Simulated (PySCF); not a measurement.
Gas-phase equilibrium of 1 mol TiCl₄, 37 mol O₂ at 1200 K and 0.0100 bar, among 9 species (ClO, O₂, O, TiCl₄, O₃, TiOCl₂, Cl, Cl₂, TiO₂). Only gases are allowed; each row takes one source of thermochemistry for all species, and Cantera finds the minimum.

Method: PySCF energies (xtb for GFN2) plus ideal-gas RRHO corrections (1 bar). 'Table' is the NASA 1993 thermochemical table (part measured, part estimated). After a fit of one offset per element over all species, the range-separated, M06-2X, PBE0/def2-QZVP and CCSD(T)/def2-TZVPP enthalpies, where run, lie to one side of the table for O₃ (+19 kJ/mol), TiOCl₂ (-50 kJ/mol): a fault of the table's entry, another state or a shared error of the levels is possible; this was not checked at source. S°(298 K) at PBE0/def2-TZVP differs from the NASA 1993 table for TiOCl₂ (+10 J/mol/K); whether the harmonic model or the table's entry is off was not settled. † marks an energy on the PBE0/def2-TZVP geometry and frequencies; other levels use their own. Open shells (unrestricted) among the columns below: O₂ (multiplicity 3), Cl (multiplicity 2, electronic degeneracy 6); the rest are closed-shell singlets. GFN2 has no spin-polarisation term. Spin-orbit splitting is ignored; it lowers the true energy and changes the entropy of Cl. B3LYP is the form with VWN-RPA correlation. The harmonic model lacks anharmonicity and excited electronic states, which grow with temperature; levels with a mode under 35 cm⁻¹ are left out. Strong static correlation: O₃. Soft modes under 120 cm⁻¹ make the harmonic entropy rough for TiCl₄, TiOCl₂. The table's entry may be an old estimate for TiOCl₂ (not checked at source). Warning, point group unlike the PBE0 one: TiOCl₂ (GFN2-xTB).

Molecules larger than those listed are left out. Table species left out: Ti, TiCl, TiCl2, TiCl3, TiO, TiOCl.

With table thermochemistry: O₂ 0.97, O₃ 1.7e-11, TiCl₄ 0.024, TiOCl₂ 0.0018, Cl₂ 0.0010, Cl 0.0015.

How far does the composition move with the other sources (B3LYP/def2-TZVP†, GFN2-xTB, M06-2X/def2-TZVP†, LDA/def2-TZVP†, ωB97X-V/def2-TZVP†)?


| thermochemistry | x O₂ | x O₃ | x TiCl₄ | x TiOCl₂ | x Cl₂ | x Cl |
|---|---|---|---|---|---|---|
| table | 0.97 | 1.7e-11 | 0.024 | 0.0018 | 0.0010 | 0.0015 |
| B3LYP/def2-TZVP† | 0.96 | <1e-12 | 0.013 | 0.013 | 0.0080 | 0.010 |
| GFN2-xTB | 0.0055 | 0.94 | 0.022 | 0.017 | 0.016 | 0.00041 |
| M06-2X/def2-TZVP† | 0.96 | <1e-12 | 0.017 | 0.0087 | 0.0068 | 0.0038 |
| LDA/def2-TZVP† | 0.97 | 2.6e-9 | 0.021 | 0.0051 | 0.0051 | 2.4e-5 |
| ωB97X-V/def2-TZVP† | 0.96 | <1e-12 | 0.012 | 0.014 | 0.011 | 0.0061 |
The most sensitive of these is O₃: it spans a factor of 10^12.0 over these rows; at this temperature one factor of ten is RT ln 10 = 23 kJ/mol.
